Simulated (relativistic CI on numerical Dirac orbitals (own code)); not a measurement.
**One change at a time: Ga¹⁵⁺**

Base calculation: Dirac-Coulomb-Breit CI, orbitals from a KLI potential per configuration, model QED, unscaled Slater integrals.

CI space (outside the closed core [Ne]): 3s2.3p4, 3s.3p5, 3s2.3p3.3d, 3p6, 3s.3p4.3d, 3p5.3d, 3s.3p3.3d2, 3s2.3p3.4s, 3s2.3p2.3d.4p, 3p5.4s, 3s2.3p3.4p, 3p5.4p, 3s.3p3.3d.4s, 3s2.3p3.4d, 3s.3p4.4s, 3s2.3p3.4f, 3s.3p4.4p, 3p4.3d.4p, 3s.3p4.4d, 3s.3p4.4f, 3s2.3p3.5s, 3s2.3p3.5p, 3s2.3p2.4s.4p, 3s2.3p3.5d, 3s2.3p3.5f, 3s2.3p3.5g, 3s.3p3.4s2, 3s.3p4.5s, 3s2.3p3.6s, 3s2.3p2.3d2, 3s2.3p.3d3, 3s.3p2.3d3, 3s2.3p.3d2.4s, 3s2.3p.3d2.4p, 3s2.3p.3d2.4d, 3p4.3d2, 3p3.3d3, 3p3.3d2.4s, 3p3.3d2.4p, 3p3.3d2.4d, 3s2.3p2.3d.4s, 3s.3p2.3d2.4s, 3s2.3p.3d.4s2, 3s2.3p.3d.4s.4p, 3s2.3p.3d.4s.4d, 3p4.3d.4s, 3p3.3d.4s2, 3p3.3d.4s.4p, 3p3.3d.4s.4d, 3s2.3p2.4s2, 3s.3p2.3d.4s2, 3s2.3p.4s2.4p, 3s2.3p.4s2.4d, 3s2.3p2.4p2, 3s2.3p.3d.4p2, 3s.3p2.3d.4p2, 3s2.3p.4s.4p2, 3s2.3p.4p3, 3s2.3p.4p2.4d. Double excitations out of closed p, d and f shells are left out; levels of such configurations are missing from the list, as are those of other unlisted configurations, and high levels can miss mixing partners. These lack a partner that the ground configuration has and come out too high: 3s2.3p3.4f, 3s.3p4.4p, 3s.3p4.4d, 3s.3p4.4f, 3s2.3p3.5s.

Variants: (1) configuration mixing switched off. Shifts of the energy above 3s2.3p4 3P_2, in cm⁻¹, for the lowest level and the first level of each name with at least 55 % of one term (blank where a level changes its place among those of its configuration and J or its character, or is not in the variant):

```
           Level    Base    Δ(1)
    3s2.3p4 3P_2       0       0
    3s2.3p4 3P_0   30442   +1641
    3s2.3p4 3P_1   34564    +247
    3s2.3p4 1D_2   66988   +2714
    3s2.3p4 1S_0  134547  +10238
    3s.3p5 3P°_2  404504  +57346
    3s.3p5 3P°_1  426999  +60395
    3s.3p5 3P°_0  444074  +60412
3s2.3p3.3d 5D°_0  541231  -14125
3s2.3p3.3d 5D°_2  541806  -13457
3s2.3p3.3d 5D°_1  542043  -14150
3s2.3p3.3d 5D°_3  542168  -12924
3s2.3p3.3d 5D°_4  546038  -13085
3s2.3p3.3d 3D°_3  584924   -9096
3s2.3p3.3d 3D°_1  588811   -8547
3s2.3p3.3d 3F°_2  593791   -9121
3s2.3p3.3d 1S°_0  599051   -2799
3s2.3p3.3d 3F°_3  600078   -9351
3s2.3p3.3d 3F°_4  610432  -10031
3s2.3p3.3d 3G°_3  626883  -12299
3s2.3p3.3d 3G°_4  633209  -12091
3s2.3p3.3d 3G°_5  640983  -13053
```

At this charge energies of transitions that change n are usually good to better than 1 %, and those within a shell (Δn = 0) to a few per cent.

Ionisation energy from the two ground configurations alone: base 546.965 eV. The NIST ASD value (semi-empirical) is 548.3 eV.

LS names give the leading component of a level, which can be under half, so a name can repeat, a term be missing and a line seem to break the LS rules.
